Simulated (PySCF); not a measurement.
AgF, SMILES [F][Ag], multiplicity 1. Geometry: B3LYP-D3(BJ)/def2-TZVPD. The spin state was assumed, not searched. The def2 effective core potentials stand for the cores of Ag; spin–orbit coupling is left out.

Calculation: PySCF 2.14.0 with B3LYP-D3(BJ)/def2-TZVPD.

Harmonic wavenumbers (cm⁻¹): 486. Rotational constants (GHz): 7.811 (linear); symmetry number 1.

Question: Work out the zero-point energy and the ideal-gas rigid-rotor harmonic-oscillator thermochemistry at 298.15 K and 1 atm.

Answer: ZPE = ½ Σ hcν = ½ × 486 cm⁻¹ = 0.69 kcal/mol. H − E(el) = 2.92 kcal/mol. Entropy in cal/(mol K): translation 40.43, rotation 15.26, vibration 0.69, total 56.38. G − E(el) = -13.89 kcal/mol. Cp = 8.24 cal/(mol K).
